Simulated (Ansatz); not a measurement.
Stepwise reaction of `[Br][SnH2][Br]` with hydrogen fluoride, as a gas-phase model of exchange steps in deposition or etching. ΔE in kJ/mol; ΔG adds harmonic PBE0-D4 terms to CCSD(T)/CBS, at 1 bar.

Program: Ansatz. Geometries: PBE0-D4/def2-TZVP. ΔE: electronic, gas phase. CCSD(T)/CBS adds triple-zeta CCSD(T) − MP2 to the extrapolated MP2 energy (def2 sets, frozen cores). This one scheme is used for every species. Functionals use def2-TZVPP. B3LYP here is the variant with VWN-RPA as its local correlation; programs differ in this. Elements past krypton have def2 core potentials. For Br, Sn outer-core shells are correlated without core-valence functions, which leaves a few kJ/mol of doubt a bond. Scalar relativity is left out up to krypton.

```tsv
step	reaction	PBE-D4	B3LYP-D4	ωB97M-V	CCSD(T)/CBS	ΔG(500 K)
2	`[F][SnH2][Br]` + H–F → `[F][SnH2][F]` + HBr	43.7	42.4	43.4	50.5	45.4
```

(1) Give the row of step 1, `[Br][SnH2][Br]` + H–F → `[F][SnH2][Br]` + HBr. (An estimate is asked.)

(2) By hand: ΔE of the 2 steps together at CCSD(T)/CBS.

Answers

(1) The calculation gave: 
```
step                                        reaction  PBE-D4  B3LYP-D4  ωB97M-V  CCSD(T)/CBS  ΔG(500 K)
   1  `[Br][SnH2][Br]` + H–F → `[F][SnH2][Br]` + HBr    45.4      44.7     45.3         53.8       42.7
```

(2) (53.8) + (50.5) = 104.3 kJ/mol, or 52.1 kJ/mol a step.

In ΔE the steps differ by no more than 3.3 kJ/mol. All are uphill at CCSD(T)/CBS. ΔG lies between 42.7 and 45.4 kJ/mol a step. PBE-D4 differs from CCSD(T)/CBS by -8.4 to -6.8 kJ/mol a step. Isolated molecules leave out the surface, adducts and barriers. Largest T1 diagnostic: 0.014.
